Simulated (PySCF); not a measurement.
Vertical excitations of a molecule C₂H₆ClNSi₂ from TDA-PBE/def2-SVPD in PySCF, as energy in eV (oscillator strength): 4.53 (0.071), 4.89 (0.000), 4.95 (0.000), 5.46 (0.005), 5.62 (0.000), 5.83 (0.011), 5.83 (0.000), 6.05 (0.007), 6.14 (0.040), 6.22 (0.005). Lowest triplet (TDA): 4.11 eV. Geometry optimised at B3LYP-D3(BJ)/def2-SVP. The values are those of a single conformer.

Problem. Identify the compound among the candidates.
A. [SiH3][Si@@]1(Cl)C=NC1
B. Cl[Si@H]1C=C[SiH2]N1
C. N[SiH2]C#C[SiH2]Cl
D. Cl[Si@@H]1C=NC[SiH2]1

Solution. C, N[SiH2]C#C[SiH2]Cl
